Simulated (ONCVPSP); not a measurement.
# A failed generation for Cs (Z = 55)

Input:

```
# ATOM AND REFERENCE CONFIGURATION
# atsym  z   nc   nv     iexc    psfile
  Cs 55.00    9    3        4      upf
#
#   n    l    f
    1    0    2.00
    2    0    2.00
    2    1    6.00
    3    0    2.00
    3    1    6.00
    3    2   10.00
    4    0    2.00
    4    1    6.00
    4    2   10.00
    5    0    2.00
    5    1    6.00
    6    0    1.00
#
# PSEUDOPOTENTIAL AND OPTIMIZATION
# lmax
    2
#
#   l,   rc,      ep,       ncon, nbas, qcut
    0    2.55    0.00    4    7    3.70
    1    3.05    0.00    3    6    3.70
    2    3.06    0.11    4    9    4.10
#
# LOCAL POTENTIAL
# lloc, lpopt,  rc(5),   dvloc0
    2    5    3.06    0.00
#
# VANDERBILT-KLEINMAN-BYLANDER PROJECTORs
# l, nproj, debl
    0    3    3.50
    1    1    0.80
    2    0    2.10
#
# MODEL CORE CHARGE
# icmod, fcfact, rcfact
    1    0.70    0.00
#
# LOG DERIVATIVE ANALYSIS
# epsh1, epsh2, depsh
   -2.00    5.00    0.02
#
# OUTPUT GRID
# rlmax, drl
    6.00    0.01
#
# TEST CONFIGURATIONS
# ncnf
    4
# nvcnf
#   n    l    f
    3
    5    0    2.00
    5    1    6.00
    6    0    0.00
#
    3
    5    0    2.00
    5    1    6.00
    6    0    0.50
#
    4
    5    0    2.00
    5    1    6.00
    6    0    0.00
    6    1    1.00
#
    3
    5    0    2.00
    5    1    5.00
    6    0    1.00
#
```

```bash
oncvpspr.x < Cs.dat > Cs.out
```

End of the output:

```
ONCVPSP  (Optimized Norm-Conservinng Vanderbilt PSeudopotential)
relativistic version 4.0.1

test_data: rc < rc(lloc) for l = 0.  Not allowed.
test_data: rc < rc(lloc) for l = 1.  Not allowed.
ERROR: test_data found   2 ERROR; stopping
```

Q: Why did it fail, and what change makes it run?

A: The run stopped because the input breaks a rule of the program: no channel may have a smaller radius than the local channel. A run that differs only in the following succeeds: d: rc 2.55. The answer isn't unique; the calculation gave this one.
